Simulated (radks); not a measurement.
Valence configurations of Ne IV (all share [He]). Calculated with a radial shooting solver on a logarithmic mesh with Libxc functionals: non-relativistic Kohn-Sham, PBE, spin-polarised, spherical densities, point nucleus; open shells are filled with parallel spins first. Energies are relative to 2s2 2p3; eigenvalues in eV for spin up.

valence      E (eV)  moment (Bohr magnetons)    e(2p)    e(2s)
2s2 2p3       0.000                        3  -83.744  -106.14
2s1.5 2p3.5  11.385                        3  -83.398  -105.98
2s1 2p4      22.727                        3  -83.052  -105.81
2p5          51.340                        1  -80.450        -
2s0.5 2p4.5  37.766                        2  -81.847  -104.66

NIST lists [He] 2s2 2p3 as the ground configuration; this level of theory agrees among the configurations tried. The energies are those of spherical high-spin densities, not of single terms.
